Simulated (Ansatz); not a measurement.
Potential energy surface of H₃Al, singlet: umbrella (inversion) coordinate, bond length relaxed. Scanned: angle between the Al-H bonds and the threefold axis (90 = planar). Other coordinates (Al-H bond length) were minimised at PBE0/def2-TZVP.

Methods: RKS-PBE/def2-SVP = restricted PBE/def2-SVP in Ansatz (an electronic-structure program); RKS-B3LYP/def2-SVP = restricted B3LYP/def2-SVP in Ansatz; FCI/def2-SVP = Ansatz with full CI/def2-SVP, frozen core.

Energies relative to the lowest point of each profile, in kJ/mol; the last columns give the error against full CI:

```tsv
a / °	RKS-PBE/def2-SVP	RKS-B3LYP/def2-SVP	FCI/def2-SVP	RKS-PBE/def2-SVP − FCI/def2-SVP	RKS-B3LYP/def2-SVP − FCI/def2-SVP
90	0.0	0.0	0.0	0.0	0.0
92.51	1.1	1.2	1.2	-0.1	0.0
96.41	7.2	7.7	8.1	-0.8	-0.3
98.90	14.0	14.9	15.6	-1.6	-0.6
102.27	26.6	28.4	29.6	-3.0	-1.1
104.26	36.0	38.5	40.0	-4.0	-1.5
107.37	53.7	57.4	59.4	-5.7	-2.1
111.30	81.3	86.8	89.6	-8.3	-2.7
114.61	109.2	116.7	120.0	-10.7	-3.2
116.92	131.4	140.5	143.9	-12.5	-3.5
119.29	156.6	167.4	171.0	-14.4	-3.6
122.79	198.3	212.0	215.5	-17.2	-3.6
125.79	238.7	255.2	258.3	-19.6	-3.2
128.43	278.1	297.2	299.6	-21.6	-2.4
132	337.3	360.4	360.9	-23.7	-0.5
```

RKS-PBE/def2-SVP is furthest from FCI/def2-SVP at 132 (-23.7 kJ/mol, below); its mean absolute error over the points is 9.5 kJ/mol.

RKS-B3LYP/def2-SVP is furthest from FCI/def2-SVP at 119.29 (-3.6 kJ/mol, below); its mean absolute error over the points is 1.9 kJ/mol.
